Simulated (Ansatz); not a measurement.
B2(Cl)4 (B₂Cl₄). Charge 0, multiplicity 1. Geometry relaxed at PBE0-D4/def2-SVP.

```
atom   x (Å)   y (Å)   z (Å)
  B1   0.575   0.410  -0.467
 Cl2   1.960   1.155   0.297
 Cl3   0.388   0.524  -2.200
  B4  -0.576  -0.411   0.466
 Cl5  -0.307  -2.074   0.932
 Cl6  -2.040   0.396   0.972
```

Problem. Estimate the harmonic wavenumbers at RKS PBE0-D4/def2-SVP (Ansatz, unscaled). Is this a minimum?

Solution. 21, 88, 93, 172, 291, 408, 473, 496, 751, 957, 958, 1187 cm⁻¹. Yes, no mode is imaginary beyond noise. Zero-point energy 35.3 kJ/mol. Hardware: 2 threads of AMD EPYC 7R13 on a shared host. Wall time 62 s.
